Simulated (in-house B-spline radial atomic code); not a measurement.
**Ionising neutral selenium with different functionals**

Computed with an all-electron radial atomic-structure program (B-spline basis): scalar-relativistic (spin-free X2C) Hamiltonian, Fermi nucleus of rms radius 4.14 fm, spin-polarised at highest spin, spherical fractional occupations for the functionals, the average over the highest-spin determinants for Hartree-Fock. The ionisation energy is the difference of two self-consistent energies, [Ar] 3d10 4s2 4p4 → [Ar] 3d10 4s2 4p3, without Breit or QED terms; ε is the level of the shell that loses the electron (its least bound occupied spin orbital). There is no spin-orbit coupling in this Hamiltonian.

Hybrids are left out here: with spherical fractional occupations of an open shell their exact exchange keeps a self-interaction that integer-occupation calculations don't have.

| method | rung | ΔSCF (eV) | -ε(4p) (eV) |
| --- | --- | --- | --- |
| Hartree-Fock | Hartree-Fock | 8.37 | 9.09 |
| LDA VWN5 | LDA | 9.90 | 5.89 |
| LDA PW92 | LDA | 9.91 | 5.90 |
| LDA exchange-only | LDA | 8.25 | 4.48 |
| PBE | GGA | 9.52 | 5.60 |
| PBEsol | GGA | ? | ? |
| BLYP | GGA | 9.63 | 5.60 |
| RPBE | GGA | 9.40 | 5.53 |
| PW91 | GGA | 9.60 | 5.67 |
| BP86 | GGA | 9.73 | 5.78 |
| AM05 | GGA | 9.50 | 5.58 |
| OLYP | GGA | 9.23 | 5.35 |
| TPSS | meta-GGA | 9.45 | 5.58 |
| SCAN | meta-GGA | 9.31 | 5.57 |
| r2SCAN | meta-GGA | 9.29 | 5.57 |
| revTPSS | meta-GGA | ? | ? |

Problem. What does revTPSS give?

Solution. ΔSCF 9.43 eV, and -ε(4p) = 5.57 eV.

Problem. What does PBEsol give?

Solution. ΔSCF 9.52 eV, and -ε(4p) = 5.62 eV.

Problem. How do they compare with the NIST value?

Solution. NIST lists 9.752 eV (measured, ground level to ground level). Errors run from -1.51 to +0.15 eV; BP86 is closest (-0.02 eV), but part of that can be cancellation, since the calculations leave out spin-orbit coupling, Breit-QED terms, multiplet and fine-structure energies. Hartree-Fock also lacks correlation.
